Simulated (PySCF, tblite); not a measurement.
Species: C7H11OP.
SMILES with atom numbers: `[CH3:1][C:2]1=[CH:3][C:4]([CH3:5])=[C:6]([CH3:7])[P@H:8]1=[O:9]` (hydrogens: H10, H11, H12 on C1; H13 on C3; H14, H15, H16 on C5; H17, H18, H19 on C7; H20 on P8)

Structure optimised with GFN2-xTB, isolated species.

Q: Give the optimised bond lengths and angles.

A: 
| bond | length (Å) | order |
| --- | --- | --- |
| C1–C2 | 1.485 | single |
| C2=C3 | 1.338 | double |
| C3–C4 | 1.464 | single |
| C4–C5 | 1.492 | single |
| C4=C6 | 1.346 | double |
| C6–C7 | 1.489 | single |
| C6–P8 | 1.817 | single |
| P8=O9 | 1.464 | double |
| C2–P8 | 1.821 | single |
| C1–H10, C1–H11, C1–H12 | 1.090 | single |
| C3–H13 | 1.080 | single |
| C5–H14, C5–H15, C5–H16 | 1.088 | single |
| C7–H17, C7–H18, C7–H19 | 1.090 | single |
| P8–H20 | 1.399 | single |

Bonds in one row agree within 0.01 Å and their mean is given. Orders are formal, as drawn. A selection of angles:
| angle | degrees |
| --- | --- |
| C1–C2–C3 | 128.8 |
| C1–C2–P8 | 123.5 |
| C3–C2–P8 | 107.7 |
| C2–C3–C4 | 116.6 |
| C3–C4–C5 | 119.0 |
| C3–C4–C6 | 114.6 |
| C5–C4–C6 | 126.4 |
| C4–C6–C7 | 129.4 |
| C4–C6–P8 | 108.7 |
| C7–C6–P8 | 121.9 |
| C6–P8–O9 | 119.7 |
| C2–P8–C6 | 92.3 |
| C2–P8–O9 | 119.6 |

Dihedral angles: C1–C2–C3–C4 179° (antiperiplanar); C2–C3–C4–C5 -179° (antiperiplanar); C3–C4–C6–C7 180° (antiperiplanar); C4–C6–P8–O9 -128° (anticlinal); C1–C2–P8–C6 -179° (antiperiplanar).

P8 (phosphoryl phosphorus) has angles from 92.3° to 119.7°. The 6 C–C bonds span 1.338 Å (C2=C3, drawn double) to 1.492 Å (C4–C5, drawn single), a spread of 0.154 Å. Of the pairs four or more bonds apart, C7···H16 is among the closest relative to their van der Waals radii: 2.78 Å, 96 % of the sum of Bondi's values. The 5-membered ring C2–C3–C4–C6–P8 has internal angles of 92.3° to 116.6° (sum 540°, against 540° for a flat polygon); it is planar, 0.01 Å rms from its mean plane, widest ring torsion 1°.

Point group: C1 (no symmetry element, even within 0.4 Å). Its GFN2-xTB frequencies are all real (lowest 60 cm⁻¹). 2 starts were optimised and ended at 0.00 and 0.02 kcal/mol (GFN2-xTB); the lowest of these is shown.

These are computed values.
